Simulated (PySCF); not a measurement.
SMILES CC(C)[SiH2][SiH2]C#N (C4H11NSi2), GFN2-xTB optimised geometry.

```
18

C      1.81    -0.68     1.35
C      1.25    -1.12     0.00
C      1.80    -0.24    -1.12
Si    -0.66    -1.12     0.00
Si    -1.53     1.03     0.00
C     -0.53     2.14     1.12
N      0.10     2.80     1.82
H      1.53     0.35     1.57
H      2.90    -0.73     1.34
H      1.45    -1.32     2.15
H      1.59    -2.14    -0.19
H      1.42    -0.54    -2.09
H      1.53     0.81    -0.95
H      2.89    -0.30    -1.15
H     -1.13    -1.91     1.15
H     -1.12    -1.83    -1.21
H     -2.89     1.17     0.54
H     -1.48     1.75    -1.28
```

Density from PySCF with PBE/def2-SVP at that geometry.

Minimum of the electron density along straight lines between bonded atoms, close to the bond critical point (lines longer than 1.1 times the sum of covalent radii, or with two minima, are not listed):

| bond | length / Å | ρ at the minimum / e bohr⁻³ | ∇²ρ there / e bohr⁻⁵ | position (fraction from the first atom) |
|---|---|---|---|---|
| C1–C2 | 1.526 | 0.238 | -0.51 | 0.50 |
| C2–C3 | 1.527 | 0.238 | -0.51 | 0.50 |
| C2–Si4 | 1.914 | 0.111 | 0.26 | 0.62 |
| Si5–C6 | 1.869 | 0.103 | 0.38 | 0.39 |
| C6–N7 | 1.147 | 0.477 | 0.44 | 0.34 |
| C1–H8 | 1.089 | 0.275 | -1.00 | 0.63 |
| C1–H9 | 1.089 | 0.273 | -0.98 | 0.63 |
| C1–H10 | 1.088 | 0.274 | -0.99 | 0.63 |
| C2–H11 | 1.096 | 0.269 | -0.94 | 0.62 |
| C3–H12 | 1.089 | 0.274 | -0.98 | 0.63 |
| C3–H13 | 1.090 | 0.273 | -0.98 | 0.63 |
| C3–H14 | 1.090 | 0.273 | -0.98 | 0.63 |
| Si4–H15 | 1.470 | 0.115 | 0.31 | 0.49 |
| Si4–H16 | 1.473 | 0.114 | 0.31 | 0.49 |
| Si5–H17 | 1.468 | 0.116 | 0.31 | 0.49 |
| Si5–H18 | 1.469 | 0.116 | 0.30 | 0.49 |
